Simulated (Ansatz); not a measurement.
Input file for Ansatz (a program for electronic structure): U-CCSD(T)/def2-TZVPP on Al2-, 2S+1 = 4, a spin state set in the input, which need not be the lowest, a point of a bond scan (R = 2.565 Å). Charge -1.

Ansatz 0.2 input:
```yaml
crystal:
  periodic: [false, false, false]
  atoms:
    - {symbol: Al, position_ang: [0.00000000, 0.00000000, 0.00000000]}
    - {symbol: Al, position_ang: [0.00000000, 0.00000000, 2.56527700]}
basis:
  gaussian:
    orbitals: def2-TZVPP
    pivot_positions_ang: [[0.00000000, 0.00000000, 0.00000000], [0.00000000, 0.00000000, 2.56527700]]
total_charge: -1
magnetization: {spin_polarized: true, initial_magnetization: 3}
correlation: {method: ccsd_t, electrons: valence}
output: {orbitals: {seedname: ./end}}
```

Output:

```
WARN ansatz: RAYON_NUM_THREADS=1 ignored (pool sized by the plan → 1); use --threads N
Functional definition: HF
integrals: 0.10 GiB planned
551 factors; integrals over basis functions are off by at most 2.6e-4 eV
mean field: 0.19 GiB planned
mean field evaluation 1: about -13164.3182 eV, gradient 5.2e0 eV
mean field evaluation 2: about -13164.3711 eV, gradient 5.4e0 eV
mean field evaluation 4: about -13164.9337 eV, gradient 1.1e0 eV
mean field evaluation 8: about -13164.9783 eV, gradient 2.0e-3 eV
mean field evaluation 16: about -13164.9785 eV, gradient 2.9e-6 eV
mean field evaluation 32: about -13164.3170 eV, gradient 3.1e0 eV
mean field evaluation 64: about -13161.4267 eV, gradient 4.3e0 eV
mean field evaluation 96: about -13162.7961 eV, gradient 1.3e0 eV
mean field evaluation 128: about -13162.4248 eV, gradient 2.9e-4 eV
mean field evaluation 160: about -13162.5729 eV, gradient 7.4e0 eV
mean field evaluation 192: about -13163.5549 eV, gradient 5.8e-2 eV
mean field evaluation 224: about -13163.3368 eV, gradient 1.8e-2 eV
mean field evaluation 256: about -13162.4248 eV, gradient 3.5e-3 eV
mean field evaluation 288: about -13162.3025 eV, gradient 9.9e-4 eV
mean field -13164.97850961 eV, -483.8040366851 hartree, gradient 3.5e-6 eV, S^2 3.762939; 12 other end points of the search recorded, 0 dependent functions left out
determinant -13164.97850961 eV, -483.8040366851 hartree, with singles and doubles -13168.85423718 eV, -483.9464670462 hartree
determinant -13163.55513742 eV, -483.7517287220 hartree, with singles and doubles -13167.11184140 eV, -483.8824351825 hartree
determinant -13163.33682784 eV, -483.7437059930 hartree, with singles and doubles -13167.08087515 eV, -483.8812971939 hartree
determinant -13162.64935808 eV, -483.7184419454 hartree, with singles and doubles -13166.76609694 eV, -483.8697293080 hartree
determinant -13162.42476797 eV, -483.7101884110 hartree, with singles and doubles -13166.27812871 eV, -483.8517968062 hartree
determinant -13162.30252876 eV, -483.7056962028 hartree, with singles and doubles -13165.23886813 eV, -483.8136046843 hartree
determinant -13161.77898195 eV, -483.6864562123 hartree, with singles and doubles -13166.24134987 eV, -483.8504452088 hartree
10 core orbitals not correlated
reference -13164.97850961 eV, -483.8040366851 hartree; 5, 2 occupied and 69, 72 virtual orbitals, 551 factors
second order -3.12596780 eV of doubles, -0.00000000 eV of singles
coupled cluster: 0.25 GiB planned
cycle   1  -3.78249955 eV  change   -1.5e-1 eV  update   2.0e-2
cycle   2  -3.79091950 eV  change   -8.4e-3 eV  update   4.1e-3
cycle   3  -3.79184673 eV  change   -9.3e-4 eV  update   1.4e-3
cycle   4  -3.79255206 eV  change   -7.1e-4 eV  update   5.7e-4
cycle   5  -3.79260367 eV  change   -5.2e-5 eV  update   2.9e-4
cycle   6  -3.79264574 eV  change   -4.2e-5 eV  update   8.7e-5
cycle   7  -3.79268074 eV  change   -3.5e-5 eV  update   2.8e-5
cycle   8  -3.79268925 eV  change   -8.5e-6 eV  update   8.7e-6
perturbative correction -0.27465421 eV, -0.0100933559 hartree
Total energy: -13169.04585307 eV, -483.9535088003 hartree
```

The run converged.

Cost: around 8 core-seconds (rough).
